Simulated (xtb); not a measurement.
iodine (I2), singlet, at a GFN2-xTB geometry; GFN0-xTB run with xtb.

Input for xtb:
```
$ xtb mol.xyz --gfn 0 --hess --json

# file mol.xyz
2

I     -0.00000000    -0.00000000    -1.33192124
I      0.00000000     0.00000000     1.33192124
```

It wrote (shortened):

```
   ID    Z sym.   atoms
    1   53 I      1, 2

           -------------------------------------------------
          |                Calculation Setup                |
           -------------------------------------------------

           -------------------------------------------------
          |                 G F N 0 - x T B                 |
           -------------------------------------------------

          ...................................................
          :                      SETUP                      :
          :.................................................:
          :  # basis functions                  20          :
          :  # atomic orbitals                  18          :
          :  # shells                            6          :
          :  # electrons                        14          :
          :  electronic temp.          300.0000000     K    :
          :  accuracy                    1.0000000          :
          :  -> integral cutoff          0.2500000E+02      :
          :  -> integral neglect         0.1000000E-07      :
          ...................................................

         :::::::::::::::::::::::::::::::::::::::::::::::::::::
         ::                     SUMMARY                     ::
         :::::::::::::::::::::::::::::::::::::::::::::::::::::
         :: total energy              -7.031974630121 Eh    ::
         :: gradient norm              0.004600434034 Eh/a0 ::
         :: HOMO-LUMO gap              2.573328673375 eV    ::
         ::.................................................::
         :: H0 energy                 -7.045116401763 Eh    ::
         :: repulsion energy           0.013438904963 Eh    ::
         :: electrostat energy        -0.000000000000 Eh    ::
         :: -> Gsolv                   0.000000000000 Eh    ::
         ::    -> Gsasa                0.000000000000 Eh    ::
         ::    -> Gshift               0.000000000000 Eh    ::
         :: dispersion energy         -0.000297133321 Eh    ::
         :: short-range corr.          0.000000000000 Eh    ::
         :: add. restraining           0.000000000000 Eh    ::
         :: total charge              -0.000000000000 e     ::
         :::::::::::::::::::::::::::::::::::::::::::::::::::::

           -------------------------------------------------
          |                Numerical Hessian                |
           -------------------------------------------------
step length          :   0.00500
SCC accuracy         :   0.30000
Hessian scale factor :   1.00000
frozen atoms in %    :   0.00000    0
RMS gradient         :   0.00460 !! INCOMPLETELY OPTIMIZED GEOMETRY !!

writing file <hessian>.

 vibrational frequencies (cm⁻¹)
eigval :        0.00     0.00     0.00     0.00     0.00   262.15
           -------------------------------------------------
          |                Property Printout                |
           -------------------------------------------------

    * Orbital Energies and Occupations

         #    Occupation            Energy/Eh            Energy/eV
      -------------------------------------------------------------
         1        2.0000           -0.6643688             -18.0784
         2        2.0000           -0.6472572             -17.6128
         3        2.0000           -0.4837395             -13.1632
         4        2.0000           -0.4557068             -12.4004
         5        2.0000           -0.4557068             -12.4004
         6        2.0000           -0.4078895             -11.0992
         7        2.0000           -0.4078895             -11.0992 (HOMO)
         8                         -0.3133214              -8.5259 (LUMO)
         9                         -0.0679988              -1.8503
        10                         -0.0679988              -1.8503
        11                         -0.0613664              -1.6699
        12                         -0.0613664              -1.6699
[...]
eigval :        0.00     0.00     0.00     0.00     0.00   262.15
 reduced masses (amu)
   1:126.90   2:126.90   3:126.90   4:126.90   5:126.90   6:126.90
 IR intensities (km·mol⁻¹)
   1:  0.00   2:  0.00   3:  0.00   4:  0.00   5:  0.00   6:  0.00
 Raman intensities (Ä⁴*amu⁻¹)
   1:  0.00   2:  0.00   3:  0.00   4:  0.00   5:  0.00   6:  0.00
 output can be read by thermo (or use thermo option).
 writing <g98.out> molden fake output.
 recommended (thermochemical) frequency scaling factor: 1.0
           -------------------------------------------------
          |             Thermodynamic Functions             |
           -------------------------------------------------

din symmetry found (for desy threshold:  0.10E+00) used in thermo

          ...................................................
          :                      SETUP                      :
          :.................................................:
          :  # frequencies                           1      :
          :  # imaginary freq.                       0      :
          :  linear?                              true      :
          :  only rotor calc.                    false      :
          :  symmetry                              din      :
          :  rotational number                       2      :
          :  scaling factor                  1.0000000      :
          :  rotor cutoff                   50.0000000 cm⁻¹ :
          :  imag. cutoff                  -20.0000000 cm⁻¹ :
          :.................................................:

    mode    ω/cm⁻¹     T·S(HO)/kcal·mol⁻¹    T·S(FR)/kcal·mol⁻¹   T·S(vib)
   ------------------------------------------------------------------------
       1    262.15    -0.49117 ( 99.87%)    -0.56564 (  0.13%)    -0.49126
   ------------------------------------------------------------------------

   temp. (K)  partition function   enthalpy   heat capacity  entropy
                                   cal/mol     cal/K/mol   cal/K/mol   J/K/mol
 298.15  VIB   1.39                  294.713      1.741      1.648
         ROT  0.277E+04              592.502      1.987     17.738
         INT  0.386E+04              887.214      3.728     19.385
         TR   0.391E+28             1481.254      4.968     42.475
         TOT                        2368.4682     8.6966    61.8605   258.8242

       T/K    H(0)-H(T)+PV         H(T)/Eh          T*S/Eh         G(T)/Eh
   ------------------------------------------------------------------------
    298.15    0.377439E-02    0.437162E-02    0.293919E-01   -0.250203E-01
   ------------------------------------------------------------------------

         :::::::::::::::::::::::::::::::::::::::::::::::::::::
         ::                  THERMODYNAMIC                  ::
         :::::::::::::::::::::::::::::::::::::::::::::::::::::
         :: total free energy          -7.056994908916 Eh   ::
         ::.................................................::
         :: total energy               -7.031974630121 Eh   ::
         :: zero point energy           0.000597230658 Eh   ::
         :: G(RRHO) w/o ZPVE           -0.025617509452 Eh   ::
         :: G(RRHO) contrib.           -0.025020278795 Eh   ::
         :::::::::::::::::::::::::::::::::::::::::::::::::::::

           -------------------------------------------------
          | TOTAL ENERGY               -7.031974630121 Eh   |
          | TOTAL ENTHALPY             -7.027603005184 Eh   |
          | TOTAL FREE ENERGY          -7.056994908916 Eh   |
          | GRADIENT NORM               0.004600434034 Eh/α |
          | HOMO-LUMO GAP               2.573328673375 eV   |
           -------------------------------------------------
########################################################################
[WARNING] Runtime exception occurred
-1- hessian_numhess: Hessian on incompletely optimized geometry!
########################################################################

normal termination of xtb
```
